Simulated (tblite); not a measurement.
Record of a relaxation.

C7H7Ga.
Numbering: `[CH:1]#[C:2]/[C:3]([CH3:4])=[CH:5]/[C:6]#[C:7][GaH2:8]` (hydrogens: H9 on C1; H10, H11, H12 on C4; H13 on C5; H14, H15 on Ga8)

Computed with GFN2-xTB (tblite), gas phase: L-BFGS steps from a force-field or distance-geometry start until the largest atomic force falls under 0.01 eV/Å. 5 of its 119 geometries are shown.

Step 0: E = -531.5873 eV, largest atomic force 3.232 eV/Å
```
atom  x, y, z in Å  |  force x, y, z in eV/Å
C1     -2.751   -2.688    0.463   -0.552  -0.535   0.126
C2     -1.910   -1.869    0.194    0.498   0.295   0.080
C3     -0.881   -0.903   -0.079   -1.372  -0.830  -0.078
C4     -0.816   -0.395   -1.492   -0.386  -0.902  -0.080
C5     -0.059   -0.467    0.879    0.919   0.961  -0.590
C6      0.905    0.514    0.433   -0.170  -0.436   0.945
C7      1.717    1.355    0.080    0.686   0.851  -0.700
Ga8     3.143    2.881   -0.530   -2.133  -2.239   0.938
H9     -3.514   -3.422    0.682    0.779   0.776  -0.246
H10    -1.783   -0.562   -2.000    0.402   0.346   0.262
H11    -0.526    0.652   -1.461    0.032  -0.130  -0.407
H12    -0.089   -1.035   -2.021   -0.036   0.583   0.019
H13    -0.115   -0.823    1.901    0.224   0.218  -0.174
H14     4.120    2.672    0.553    1.310   0.140   0.588
H15     2.555    4.097   -1.130   -0.201   0.901  -0.682
```

Step 30: E = -532.4144 eV, largest atomic force 0.028 eV/Å
```
atom  x, y, z in Å  |  force x, y, z in eV/Å
C1     -2.728   -2.683    0.472    0.009  -0.003   0.003
C2     -1.873   -1.877    0.222   -0.003  -0.001  -0.014
C3     -0.908   -0.906   -0.120   -0.002  -0.002   0.003
C4     -0.889   -0.454   -1.549   -0.007  -0.008   0.007
C5     -0.054   -0.431    0.808   -0.001   0.006   0.000
C6      0.901    0.556    0.522    0.010   0.011  -0.001
C7      1.716    1.427    0.261    0.003  -0.015   0.003
Ga8     2.992    2.821   -0.187   -0.012   0.020  -0.014
H9     -3.469   -3.391    0.701    0.015  -0.002   0.008
H10    -1.860   -0.605   -2.015   -0.007   0.020   0.006
H11    -0.609    0.597   -1.610    0.013  -0.020  -0.014
H12    -0.152   -1.035   -2.107   -0.001   0.017  -0.002
H13    -0.082   -0.798    1.826   -0.020   0.004  -0.003
H14     4.418    2.842    0.449    0.010  -0.011   0.012
H15     2.593    3.944   -1.202   -0.006  -0.018   0.005
```

Step 59: E = -532.4190 eV, largest atomic force 0.040 eV/Å
```
atom  x, y, z in Å  |  force x, y, z in eV/Å
C1     -2.675   -2.723    0.494   -0.003   0.002  -0.001
C2     -1.875   -1.875    0.202   -0.006   0.003   0.001
C3     -0.935   -0.880   -0.141    0.026  -0.017  -0.010
C4     -0.895   -0.434   -1.569    0.004   0.008  -0.007
C5     -0.099   -0.399    0.802    0.000   0.004   0.009
C6      0.874    0.574    0.534    0.003  -0.003   0.009
C7      1.730    1.411    0.294    0.005   0.038  -0.010
Ga8     3.003    2.804   -0.171   -0.014   0.000  -0.015
H9     -3.372   -3.462    0.754   -0.009  -0.005  -0.011
H10    -1.888   -0.463   -2.014   -0.018  -0.007   0.018
H11    -0.492    0.575   -1.636    0.011   0.008  -0.014
H12    -0.248   -1.098   -2.144   -0.011  -0.012  -0.008
H13    -0.156   -0.764    1.819    0.009   0.003   0.016
H14     4.429    2.846    0.465   -0.002  -0.005   0.008
H15     2.594    3.896   -1.218    0.004  -0.016   0.014
```

Step 88: E = -532.4273 eV, largest atomic force 0.015 eV/Å
```
atom  x, y, z in Å  |  force x, y, z in eV/Å
C1     -2.608   -2.787    0.464   -0.003   0.005  -0.001
C2     -1.834   -1.906    0.202    0.007  -0.004  -0.005
C3     -0.922   -0.881   -0.134   -0.009   0.005   0.005
C4     -0.909   -0.449   -1.567   -0.011   0.007   0.004
C5     -0.121   -0.353    0.813    0.000   0.000   0.000
C6      0.826    0.647    0.548    0.005  -0.008   0.000
C7      1.657    1.511    0.313    0.005  -0.001  -0.003
Ga8     3.004    2.826   -0.164    0.004   0.000   0.004
H9     -3.285   -3.553    0.699    0.002   0.008   0.002
H10    -1.910   -0.148   -1.875    0.003   0.005   0.002
H11    -0.221    0.383   -1.707   -0.006  -0.012  -0.006
H12    -0.604   -1.278   -2.206    0.008  -0.009   0.001
H13    -0.179   -0.704    1.836    0.003  -0.003  -0.007
H14     4.401    2.825    0.536   -0.006   0.005   0.002
H15     2.700    3.875   -1.284   -0.003   0.001   0.001
```

Step 118: E = -532.4291 eV, largest atomic force 0.009 eV/Å
```
atom  x, y, z in Å  |  force x, y, z in eV/Å
C1     -2.645   -2.747    0.487    0.003  -0.001   0.008
C2     -1.840   -1.899    0.208   -0.002   0.005   0.001
C3     -0.909   -0.899   -0.148   -0.001   0.000  -0.001
C4     -0.914   -0.470   -1.581    0.001  -0.001  -0.005
C5     -0.080   -0.389    0.783    0.002  -0.003   0.002
C6      0.873    0.605    0.511    0.003  -0.004   0.003
C7      1.705    1.468    0.279   -0.002   0.000   0.002
Ga8     3.000    2.853   -0.141    0.000   0.000   0.000
H9     -3.342   -3.488    0.743    0.002   0.000  -0.005
H10    -1.908   -0.123   -1.864    0.008   0.002  -0.001
H11    -0.193    0.327   -1.743   -0.006  -0.002  -0.004
H12    -0.666   -1.315   -2.225   -0.002   0.005   0.004
H13    -0.123   -0.743    1.806   -0.003  -0.003   0.000
H14     4.363    2.933    0.618   -0.003   0.000   0.000
H15     2.675    3.894   -1.262    0.003   0.002  -0.004
```

Q: Summarise the path.

A: The energy falls by 81.22 kJ/mol from step 0 to step 118; nine tenths of that is first reached at step 8. It falls at every step. The largest force goes from 3.232 to 0.009 eV/Å. Among the bonds C7–Ga8 changes most, from 2.175 to 1.942 Å; the atoms move by 0.321 Å rms after alignment.

Q: Follow the three bonds and two angles with the largest change from start to end.

A: 
| step | E above end (kJ/mol) | largest force (eV/Å) | C7–Ga8 (Å) | Ga8–H14 (Å) | Ga8–H15 (Å) | C7–Ga8–H14 (°) | H14–Ga8–H15 (°) |
| --- | --- | --- | --- | --- | --- | --- | --- |
| 0 | 81.22 | 3.232 | 2.175 | 1.474 | 1.478 | 97.4 | 132.7 |
| 5 | 17.94 | 0.681 | 1.959 | 1.582 | 1.607 | 108.1 | 122.3 |
| 10 | 6.32 | 0.163 | 1.935 | 1.555 | 1.555 | 116.1 | 120.1 |
| 15 | 4.61 | 0.192 | 1.935 | 1.564 | 1.564 | 118.0 | 120.2 |
| 21 | 2.25 | 0.213 | 1.948 | 1.558 | 1.574 | 120.6 | 120.4 |
| 26 | 1.48 | 0.048 | 1.944 | 1.566 | 1.562 | 121.2 | 119.3 |
| 31 | 1.40 | 0.035 | 1.942 | 1.562 | 1.567 | 121.0 | 119.1 |
| 36 | 1.33 | 0.038 | 1.942 | 1.562 | 1.562 | 120.4 | 119.7 |
| 41 | 1.25 | 0.039 | 1.941 | 1.562 | 1.566 | 120.5 | 120.1 |
| 46 | 1.15 | 0.035 | 1.940 | 1.562 | 1.563 | 121.0 | 120.2 |
| 51 | 1.08 | 0.028 | 1.941 | 1.562 | 1.564 | 121.7 | 119.6 |
| 56 | 1.02 | 0.055 | 1.942 | 1.563 | 1.565 | 121.3 | 119.5 |
| 62 | 0.90 | 0.078 | 1.942 | 1.563 | 1.563 | 121.1 | 119.4 |
| 67 | 0.63 | 0.077 | 1.942 | 1.560 | 1.565 | 120.6 | 119.7 |
| 72 | 0.36 | 0.069 | 1.940 | 1.564 | 1.562 | 120.5 | 119.6 |
| 77 | 0.23 | 0.023 | 1.941 | 1.562 | 1.564 | 120.6 | 119.7 |
| 82 | 0.20 | 0.016 | 1.942 | 1.562 | 1.565 | 120.5 | 119.8 |
| 87 | 0.18 | 0.014 | 1.942 | 1.563 | 1.565 | 120.6 | 119.7 |
| 92 | 0.16 | 0.017 | 1.942 | 1.562 | 1.564 | 120.7 | 119.5 |
| 97 | 0.11 | 0.029 | 1.943 | 1.563 | 1.565 | 120.8 | 119.6 |
| 103 | 0.06 | 0.011 | 1.942 | 1.563 | 1.564 | 120.8 | 119.6 |
| 108 | 0.04 | 0.017 | 1.942 | 1.562 | 1.564 | 120.9 | 119.7 |
| 113 | 0.02 | 0.014 | 1.942 | 1.563 | 1.564 | 120.9 | 119.8 |
| 118 | 0.00 | 0.009 | 1.942 | 1.563 | 1.564 | 120.9 | 119.7 |

What follows is the cost of the whole relaxation. On an Intel Xeon at 2.50 GHz with one thread, shared host with 64 logical CPUs at a one-minute load of 62, this took 2.4 s.
